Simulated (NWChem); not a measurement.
Program: NWChem. System: C3H8N, charge 0, spin multiplicity 2, at a geometry optimised with UPBE0/def2-SVP. The structure started from a generated list of species. Its SCF solution wasn't tested for a lower state. Level: UMP2/def2-TZVP, 4 core orbitals frozen.

Input file:

```
start mol
memory heap 200 mb stack 900 mb global 1100 mb
geometry units angstroms nocenter noautoz
  C     -1.210357     0.762694     0.000000
  N     -0.158446    -0.130493     0.000000
  C      0.593320    -0.284152    -1.215818
  C      0.593320    -0.284152     1.215818
  H     -1.756364     0.875284     0.939394
  H     -1.756364     0.875284    -0.939394
  H      1.303282     0.550938    -1.392920
  H     -0.091776    -0.331044    -2.075331
  H      1.170569    -1.221623    -1.189305
  H     -0.091776    -0.331044     2.075331
  H      1.170569    -1.221623     1.189305
  H      1.303282     0.550938     1.392920
  symmetry group Cs
end
basis spherical
  * library def2-tzvp
end
scf
  uhf
  nopen 1
  maxiter 100
  thresh 1e-7
  semidirect memsize 60000000 filesize 0
  # guess.movecs holds the orbitals of an unrestricted PBE0 run
  vectors input guess.movecs output mol.movecs
end
mp2
  freeze core 4
end
task mp2 energy
```

Part of the output:

```
             Northwest Computational Chemistry Package (NWChem) 7.3.0
             --------------------------------------------------------

                                NWChem Input Module
                                -------------------

 Scaling coordinates for geometry "geometry" by  1.889725989
 (inverse scale =  0.529177249)

 Turning off AUTOSYM since
 SYMMETRY directive was detected!

                             Geometry "geometry" -> ""
                             -------------------------

 Output coordinates in angstroms (scale by  1.889725989 to convert to a.u.)

  No.       Tag          Charge          X              Y              Z
 ---- ---------------- ---------- -------------- -------------- --------------
    1 C                    6.0000    -1.21035700     0.76269400     0.00000000
    2 N                    7.0000    -0.15844600    -0.13049300     0.00000000
    3 C                    6.0000     0.59332000    -0.28415200    -1.21581800
    4 C                    6.0000     0.59332000    -0.28415200     1.21581800
    5 H                    1.0000    -1.75636400     0.87528400     0.93939400
    6 H                    1.0000    -1.75636400     0.87528400    -0.93939400
    7 H                    1.0000     1.30328200     0.55093800    -1.39292000
    8 H                    1.0000    -0.09177600    -0.33104400    -2.07533100
    9 H                    1.0000     1.17056900    -1.22162300    -1.18930500
   10 H                    1.0000    -0.09177600    -0.33104400     2.07533100
   11 H                    1.0000     1.17056900    -1.22162300     1.18930500
   12 H                    1.0000     1.30328200     0.55093800     1.39292000

 Effective nuclear repulsion energy (a.u.)     130.5796109124

            Nuclear Dipole moment (a.u.)
            ----------------------------
        X                 Y               Z
 ---------------- ---------------- ----------------
    -0.0000037795    -0.0000018897    -0.0000000000

      Symmetry information
      --------------------

 Group name             Cs
 Group number              2
 Group order               2
 No. of unique centers     7

      Symmetry unique atoms

     1    2    3    5    7    8    9


 Summary of "ao basis" -> "" (spherical)
 ------------------------------------------------------------------------------
       Tag                 Description            Shells   Functions and Types
 ---------------- ------------------------------  ------  ---------------------
 *                         def2-tzvp                  on all atoms

 Summary of "ao basis" -> "ao basis" (spherical)
 ------------------------------------------------------------------------------
       Tag                 Description            Shells   Functions and Types
 ---------------- ------------------------------  ------  ---------------------
 C                         def2-tzvp                11       31   5s3p2d1f
 N                         def2-tzvp                11       31   5s3p2d1f
 H                         def2-tzvp                 4        6   3s1p

                                 NWChem SCF Module
                                 -----------------

  ao basis        = "ao basis"
  functions       =   172
  atoms           =    12
  alpha electrons =    17
  beta  electrons =    16
  charge          =   0.00
  wavefunction    = UHF
  use symmetry    = T
  symmetry adapt  = T

 Summary of "ao basis" -> "ao basis" (spherical)
 ------------------------------------------------------------------------------
[...]
    8 H    1     0.44   0.13  0.25  0.05  0.01
    9 H    1     0.45   0.13  0.25  0.05  0.01
   10 H    1     0.44   0.13  0.25  0.05  0.01
   11 H    1     0.45   0.13  0.25  0.05  0.01
   12 H    1     0.44   0.13  0.24  0.06  0.01

   Mulliken analysis of the spin density
   -------------------------------------

    Atom       Charge   Shell Charges
 -----------   ------   -------------------------------------------------------
    1 C    6     1.04   0.00 -0.00  0.04  0.05  0.08  0.31  0.38  0.19 -0.00  0.00 -0.00
    2 N    7     0.09   0.00 -0.00  0.01  0.01 -0.02  0.09  0.06 -0.07  0.00  0.01  0.00
    3 C    6    -0.03  -0.00  0.00 -0.00 -0.00 -0.00 -0.01 -0.01 -0.01  0.00  0.00  0.00
    4 C    6    -0.03  -0.00  0.00 -0.00 -0.00 -0.00 -0.01 -0.01 -0.01  0.00  0.00  0.00
    5 H    1    -0.07  -0.01 -0.04 -0.02  0.00
    6 H    1    -0.07  -0.01 -0.04 -0.02  0.00
    7 H    1     0.02   0.00  0.01  0.02 -0.00
    8 H    1     0.00   0.00  0.00  0.00 -0.00
    9 H    1    -0.00  -0.00 -0.00 -0.00 -0.00
   10 H    1     0.00   0.00  0.00  0.00 -0.00
   11 H    1    -0.00  -0.00 -0.00 -0.00 -0.00
   12 H    1     0.02   0.00  0.01  0.02 -0.00

       Multipole analysis of the density wrt the origin
       ------------------------------------------------

     L   x y z        total         alpha         beta         nuclear
     -   - - -        -----         -----         ----         -------
     0   0 0 0      0.000000    -17.000000    -16.000000     33.000000

     1   1 0 0      0.250873      1.017666     -0.766789     -0.000004
     1   0 1 0     -0.208112     -0.888021      0.679912     -0.000002
     1   0 0 1      0.000000      0.000000      0.000000     -0.000000

     2   2 0 0    -20.042536    -58.149806    -53.004472     91.111742
     2   1 1 0     -0.641931     22.212011     19.480954    -42.334896
     2   1 0 1     -0.000000     -0.000000     -0.000000      0.000000
     2   0 2 0    -21.712710    -31.077833    -26.065318     35.430441
     2   0 1 1      0.000000      0.000000      0.000000      0.000000
     2   0 0 2    -18.544830    -71.785632    -71.128033    124.368834

                   NWChem MP2 Semi-direct Energy/Gradient Module
                   ---------------------------------------------

  Basis functions       =    172
  Molecular orbitals    =    172
  Frozen core           =      4
  Frozen virtuals       =      0
  Active alpha occupied =     13
  Active beta occupied  =     12
  Active alpha virtual  =    155
  Active beta virtual   =    156
  Use MO symmetry       = T
  Use skeleton AO sym   = T

  AO/Fock/Back tols     =   1.0D-09  1.0D-09  1.0D-09

 GA uses MA = F    GA memory limited = T

 Available:
  local mem=  1.26D+08
 global mem=  1.44D+08
 local disk=  0.00D+00
  mp2_memr nvloc                   155
  nvloc new                   155
   1 passes of  13:        6291456                     161061                 101061736.
   1 passes of  13: M    126043319           G      144120032           F     119751863.

 Semi-direct pass number   1 of   1  for UHF alpha       at       35.3s
  vrange nnbf                 14744
  mp2_eaftype                   385  avail_ma_in_mb                  1098
 EAF : mp2_eaftype filesize         385   50530868.
  mp2_eaf for mointskh                    385
Node 0 wrote    237.7 Mb in      0.1 s     Agg I/O rate:  2769.5 Mb/s
 Done moints_semi at       53.9s
  mp2_eaftype                   385  avail_ma_in_mb                   713
 EAF : mp2_eaftype filesize         385   50530868.
  mp2_eaf for kh                   385
 Done maket at       54.7s
 Done multipass loop at       54.7s

 GA uses MA = F    GA memory limited = T

 Available:
  local mem=  1.26D+08
 global mem=  1.44D+08
 local disk=  0.00D+00
  mp2_memr nvloc                   156
  nvloc new                   156
   1 passes of  12:        6291456                     153913                  93893203.
   1 passes of  12: M    126043319           G      144120032           F     119751863.

 Semi-direct pass number   1 of   1  for UHF beta        at       54.7s
  vrange nnbf                 14744
  mp2_eaftype                   358  avail_ma_in_mb                  1098
 EAF : mp2_eaftype filesize         358   46946602.
  mp2_eaf for mointskh                    358
Node 0 wrote    220.8 Mb in      0.1 s     Agg I/O rate:  2700.7 Mb/s
 Done moints_semi at       72.8s
  mp2_eaftype                   358  avail_ma_in_mb                   740
 EAF : mp2_eaftype filesize         358   46946602.
  mp2_eaf for kh                   358
 Done maket at       73.5s
 Done multipass loop at       73.5s

          -------------------------------------------
          SCF energy                -172.711543657886
          Correlation energy          -0.695735929404
          Singlet pairs                0.000000000000
          Triplet pairs                0.000000000000
          Total MP2 energy          -173.407279587290
          -------------------------------------------

          ---------------------------------------------------
                    Spin Component Scaled (SCS) MP2
          Same spin pairs                     -0.160458864109
          Same spin scaling factor             0.333333333333
          Opposite spin pairs                 -0.535277065296
          Opposite spin scaling fact.          1.200000000000
          SCS-MP2 correlation energy          -0.695818766391
          Total SCS-MP2 energy              -173.407362424277
          ---------------------------------------------------

 -----------------------
 Performance information
 -----------------------

 Timer overhead =  1.40D-07 seconds/call

               Nr. of calls         CPU time (s)                 Wall time (s)                GFlops
             ---------------    -------------------     ------------------------------   -------------------
Name         Min   Avg   Max    Min     Avg     Max     Min     Avg     Max   Mx/calls   Min     Max     Sum
mp2: moin     2     2     2    37.     37.     37.      37.     37.     37.     18.      0.0     0.0     0.0
mp2: make     2     2     2    1.4     1.4     1.4      1.4     1.4     1.4    0.71      0.0     0.0     0.0
mp2: tota     1     1     1    38.     38.     38.      38.     38.     38.     38.      0.0     0.0     0.0

 The average no. of pstat calls per process was 5.00D+00
 with a timing overhead of 6.99D-07s

 Task  times  cpu:       73.4s     wall:       73.4s

 Total times  cpu:       73.5s     wall:       73.5s
```
